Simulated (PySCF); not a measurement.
## The second ionisation energy along the second row

All values are computed (PySCF 2.14, energy differences of UHF-based or UKS calculations, no spin-orbit coupling). Values in eV. The last column holds reference values (NIST; (s) semi-empirical, (t) theoretical, else measured). Unmarked ones compare directly (S terms, centres of terms, or small fine structure); those marked * lie between the lowest fine-structure levels and include a spin-orbit shift.

| element | configurations | SCS-MP2 (valence and next inner shell) | CCSD (valence and next inner shell) | CCSD(T) (valence and next inner shell) | MP2 (valence) | CCSD (valence) | r2SCAN | reference |
| --- | --- | --- | --- | --- | --- | --- | --- | --- |
| Be (dyall-acv3z, non-relativistic) | [He] 2s1 → 1s2 | 18.184 | 18.200 | 18.201 | n/a | n/a | 18.188 | 18.211 |
| C (dyall-acv3z, non-relativistic) | [He] 2s2 2p1 → [He] 2s2 | 24.353 | 24.260 | 24.287 | 24.385 | 24.218 | 25.003 | 24.378 |
| N (dyall-acv3z, non-relativistic) | [He] 2s2 2p2 → [He] 2s2 2p1 | 29.504 | 29.509 | 29.522 | 29.629 | 29.473 | 30.141 | 29.601 (s) * |
| O (dyall-acv3z, non-relativistic) | [He] 2s2 2p3 → [He] 2s2 2p2 | 34.969 | 35.064 | 35.072 | 35.213 | 35.033 | 35.489 | 35.121 * |
| F (dyall-acv3z, non-relativistic) | [He] 2s2 2p4 → [He] 2s2 2p3 | 34.765 | 34.704 | 34.734 | 34.646 | 34.684 | 35.123 | 34.950 |
| Ne (dyall-acv3z, non-relativistic) | [He] 2s2 2p5 → [He] 2s2 2p4 | 40.800 | 40.742 | 40.778 | 40.793 | 40.723 | 41.143 | 40.963 * |

Q: Fill in the row of B (dyall-acv3z, non-relativistic) ([He] 2s2 → [He] 2s1).

A: SCS-MP2 (valence and next inner shell) 24.720; CCSD (valence and next inner shell) 25.117; CCSD(T) (valence and next inner shell) 25.131; MP2 (valence) 24.468; CCSD (valence) 25.103; r2SCAN 24.265; reference 25.155 (eV).

"Valence" correlates the outer s and p shells and, in groups 3 to 12 and the f block, the outer d or f shell, open or full, or the next shell where the ion has no valence electron left; the wider scheme adds the next inner shell.
